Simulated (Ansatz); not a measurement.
Born–Oppenheimer molecular dynamics of H5InO3 (9 atoms, charge 0, multiplicity 1). It starts at the highest image of a converged band. Of that band: The profile has 2 maxima (images 1, 5) with wells between them (image 4): this band takes more than one step, which may be the mechanism or a detour left from its start path. A structure lower than the first end lies on the path between it and the top, so the climb from that side starts below the end, which may itself be a saddle point or a shallow side well. Neighbouring images differ by up to 1.3 eV, so the band resolves the path poorly. A vibrational analysis at the climbing image gives one clearly imaginary mode, 1236i cm⁻¹: a first-order saddle point.

Theory: Ansatz, RKS B3LYP-D4/def2-SVP.

```json
{
 "ensemble": "NVE (velocity Verlet)",
 "time step": "0.5 fs",
 "steps asked": "200",
 "starting velocities drawn for": "300 K",
 "seed": "10242"
}
```

First frame:

```xyz
9
Properties=species:S:1:pos:R:3
In -0.121 0.025 -0.035
O 0.080 0.088 2.106
H -0.685 -0.162 2.648
O 1.437 -0.634 -1.103
H 2.271 -0.496 -0.630
O -2.037 -0.195 -0.560
H -2.123 -0.496 -1.476
H 0.135 1.924 0.837
H 0.087 1.316 1.612
```

(1) What does the run give?

(2) What happens to the structure?

(3) How do temperature and energy run in time?

Answers

(1) The run went to its last step.

```
steps done                                               : 200
time covered                                             : 100 fs
mean temperature over the second half                    : 736 K
spread of the potential energy over the second half      : 5.3 meV per atom
mean potential energy of the second half above the start : -43.7 meV per atom
```

The conserved energy stayed within 0.39 meV per atom of its start (net change 0.12 meV per atom), so the integration is sound. The kinetic energy rose, since the run started high on the potential surface and went downhill. It ends in pieces (H2 + H3InO3), so much of that is their flight and rotation, not heat. A run of 0.1 ps of so small a system gives no equilibrium averages. The orbitals stay closed-shell, which can raise the energy where a bond breaks towards radicals; this wasn't checked here.

(2) Between its relaxed ends the band would form In1–H8, O2–H9 and break H8–H9. These pairs go: In1–H8 2.11 → 7.36 Å, O2–H9 1.32 → 7.76 Å, H8–H9 0.99 → 0.73 Å. In the last frame they stand as before the step (other bonds may differ from the relaxed reactants and products). Also parted: In1–H9 2.10 → 7.57 Å. It ends as H2 + H3InO3. Pairs count as bonded within 1.25 times the sum of covalent radii (0.12 Å more for H–H). The details hang on the random start.

(3) 
```
time (fs)  T (K)  potential energy less start (eV)  conserved less start (meV/atom)
      0.0    300                             0.000                             0.00
      3.0    205                             0.088                             0.24
      6.0    199                             0.094                             0.30
      9.0    359                            -0.053                             0.02
     12.0    445                            -0.130                             0.18
     15.0    543                            -0.217                             0.34
     18.0    779                            -0.433                             0.00
     21.0    837                            -0.485                             0.08
     24.0    790                            -0.440                             0.35
     27.0    863                            -0.508                             0.10
     30.0    854                            -0.501                             0.03
     33.0    742                            -0.397                             0.29
     36.0    760                            -0.415                             0.16
     39.0    778                            -0.432                             0.09
     42.0    710                            -0.368                             0.34
     45.0    774                            -0.427                             0.18
     48.0    857                            -0.504                            -0.02
     51.0    783                            -0.435                             0.30
     54.0    774                            -0.426                             0.33
     57.0    844                            -0.491                             0.04
     60.0    769                            -0.423                             0.17
     63.0    701                            -0.360                             0.29
     66.0    740                            -0.397                             0.10
     69.0    697                            -0.357                             0.21
     72.0    658                            -0.321                             0.34
     75.0    759                            -0.415                             0.05
     78.0    765                            -0.420                             0.09
     81.0    692                            -0.351                             0.37
     84.0    751                            -0.406                             0.15
     87.0    768                            -0.423                             0.02
     90.0    668                            -0.331                             0.27
     93.0    685                            -0.347                             0.18
     96.0    735                            -0.393                             0.05
     99.0    691                            -0.351                             0.27
```

Run time: 8 min on 2 threads of Arm Neoverse V1, on a shared host, peak memory 0.2 GiB.
